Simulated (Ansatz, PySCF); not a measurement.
System: C$_{3}$HO, charge 0, multiplicity 2. It need not be the lowest isomer of its formula. SMILES: [C]#CC=O
Geometry: optimised at B3LYP-D3(BJ)/def2-TZVP (Ansatz, a program for electronic structure).

Property: atomisation energy (electronic, to ground-state atoms), in kcal/mol. Cores are frozen in the correlated levels unless marked. Open shells are spin-unrestricted. No spin-orbit coupling. Non-relativistic. 

```
level                           program  atomisation energy (kcal/mol)
-----------------------  --------------  -----------------------------
HF/6-31G                         Ansatz                          305.7
HF/6-31G*                        Ansatz                          345.3
TPSS/def2-TZVPD                   PySCF                          529.6
TPSS-D3(BJ)/def2-TZVPD    PySCF + dftd3                          532.0
M06-L-D4/def2-TZVPD       PySCF + dftd4                          536.1
B3LYP-D4/def2-TZVPD      Ansatz + dftd4                          523.7
PBE0/6-31G*                      Ansatz                          527.1
PBE0/def2-QZVPP                  Ansatz                          529.2
r2SCAN0-D4/def2-TZVPD    Ansatz + dftd4                          507.6
r2SCAN0/def2-TZVPD               Ansatz                          507.1
PW6B95-D4/def2-TZVPD      PySCF + dftd4                          525.8
PW6B95/def2-TZVPD                 PySCF                          524.2
wB97M-V/def2-TZVPD               Ansatz                          520.0
B2GP-PLYP-D4/def2-TZVPD  Ansatz + dftd4                          511.2
B2GP-PLYP/def2-TZVPD             Ansatz                          510.5
RPA@PBE/cc-pVTZ                  Ansatz                          473.9
MP2/6-31G                        Ansatz                          419.7
MP2/6-31G*                       Ansatz                          476.3
CCSD/cc-pVDZ                     Ansatz                          459.9
CCSD(T)/6-31G*                   Ansatz                          481.6
```

The UHF reference is spin-contaminated (<S^2> 0.25 over the pure value in the largest basis). The Hartree-Fock reference is unstable (checked in the largest basis), which strains HF and MP2. The T1 diagnostic of CCSD in the largest basis is 0.068, which is high, so the coupled-cluster rows are less sure than usual.
